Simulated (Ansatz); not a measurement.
A trace of molecular dynamics of C₅H₁₀BF (17 atoms, charge 0, multiplicity 1).

Level of theory: RKS PBE0/STO-3G in Ansatz.

```yaml
ensemble: NVT, Nosé–Hoover chain
set_temperature: 300 K
thermostat: time constant 50 fs, chain length 1
seed: 195187
```

```
time (fs)  T (K)  potential energy less start (eV)  conserved less start (meV/atom)
      0.0    300                             0.000                             0.00
      5.0    283                             0.034                             0.07
     10.0    270                             0.061                             0.04
     15.0    244                             0.115                             0.09
     20.0    202                             0.201                             0.07
     25.0    234                             0.147                             0.11
     30.0    208                             0.207                             0.06
     35.0    198                             0.239                             0.12
     40.0    212                             0.224                             0.05
     45.0    243                             0.183                             0.09
     50.0    256                             0.178                             0.05
     55.0    303                             0.113                             0.04
     60.0    351                             0.053                             0.02
     65.0    291                             0.199                             0.03
     70.0    370                             0.079                             0.02
     75.0    387                             0.086                             0.02
     80.0    369                             0.159                             0.05
     85.0    384                             0.166                             0.06
     90.0    348                             0.274                             0.09
     95.0    386                             0.235                             0.12
    100.0    444                             0.163                             0.10
    105.0    351                             0.379                             0.19
    110.0    389                             0.334                             0.14
    115.0    384                             0.376                             0.20
    120.0    343                             0.479                             0.11
    125.0    321                             0.545                             0.21
```

Question: Is this trajectory sound?

Answer: The conserved energy stayed within 0.55 meV per atom of its start (net change 0.21 meV per atom), so the integration is sound. A run of 0.12 ps of so small a system gives no equilibrium averages. Limits of this set-up: minimal basis. The time step was 0.5 fs.

The run took 14 min on 1 thread of Arm Neoverse V1, on a shared host, peak memory 0.1 GiB.
